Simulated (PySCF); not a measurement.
Ga(F)(vinyl)(OH) (C2H4FGaO), SMILES C=[CH][Ga]([OH])[F].

Geometry optimised at PBE-D3(BJ)/def2-SVP. The structure was generated by enumeration; whether it is a known compound was not checked. The values are those of a single conformer.

The numbers are results of PBE/def2-TZVP run with PySCF, not measurements.

Symmetry labels are those of the subgroup Cs that the program uses (full group Cs).

### Question
List the valence orbital energies around the gap with their symmetry. (An estimate is asked for; the answer gives what the named calculation found.)

### Answer

```tsv
orbital	symmetry	energy (eV)
HOMO−7	A'	-10.71
HOMO−6	A'	-10.09
HOMO−5	A"	-8.81
HOMO−4	A'	-8.81
HOMO−3	A'	-8.18
HOMO−2	A"	-7.58
HOMO−1	A'	-7.54
HOMO	A"	-7.22
LUMO	A"	-2.36
LUMO+1	A'	-1.41
LUMO+2	A"	-0.15
LUMO+3	A'	0.46
```
